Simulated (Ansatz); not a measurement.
Reaction (substitution at a C–Si bond): `NC(=O)[SiH3]` + CH₃NH₂ → `CNC(N)=O` + SiH₄

Program: Ansatz. Geometries: PBE0-D4/def2-TZVP. ΔE: electronic, gas phase. CCSD(T)/CBS adds triple-zeta CCSD(T) − MP2 to the extrapolated MP2 energy (def2 sets, frozen cores). This one scheme is used for every species. Functionals use def2-TZVPP. One conformer a species, not always the lowest.

`NC(=O)[SiH3]`:

```xyz
9

N    -0.743   -0.401    1.311
C    -0.200   -0.736    0.118
O    -0.199   -1.875   -0.310
Si    0.606    0.644   -0.952
H    -1.167   -1.121    1.877
H    -0.735    0.545    1.649
H     2.028    0.280   -1.157
H    -0.112    0.686   -2.247
H     0.522    1.977   -0.289
```

CH₃NH₂:

```xyz
7

C     0.268    0.340    0.367
N    -0.553   -0.251   -0.675
H     0.884   -0.368    0.940
H    -0.372    0.872    1.075
H     0.938    1.082   -0.075
H    -1.189   -0.934   -0.284
H     0.023   -0.741   -1.348
```

`CNC(N)=O`:

Cartesian coordinates in Å:
```
C -1.458 -0.780 0.169
N -0.041 -0.547 0.040
C 0.435 0.734 -0.024
N 1.777 0.821 -0.341
O -0.255 1.715 0.167
H -1.877 0.005 0.796
H -1.980 -0.756 -0.794
H -1.631 -1.747 0.643
H 0.500 -1.257 -0.424
H 2.153 1.742 -0.185
H 2.379 0.070 -0.047
```

SiH₄:

```xyz
5

Si    0.000    0.000    0.000
H     1.101   -0.581    0.809
H    -1.010    0.607    0.903
H    -0.638   -1.070   -0.808
H     0.547    1.043   -0.904
```

```csv
species,PBE energy (Eh)
`NC(=O)[SiH3]`,-460.32025
CH₃NH₂,-95.76706
`CNC(N)=O`,-264.37933
SiH₄,-291.72174
```

(1) Work out ΔE.

Largest T1 diagnostic among the species: 0.016.

## Answers

(1) ΔE = (-264.37933) + (-291.72174) − (-460.32025) − (-95.76706) = -0.01376 Eh = -0.37 eV. CCSD(T)/CBS gives -0.40 eV.

In def2-TZVPP, CCSD(T) changes the Hartree–Fock value by +0.16 eV (the triples alone add +0.02 eV) and MP2 by +0.15 eV. From PBE to PBE0 (25 % exact exchange), in def2-TZVPP and without D4, ΔE moves by −0.09 eV.
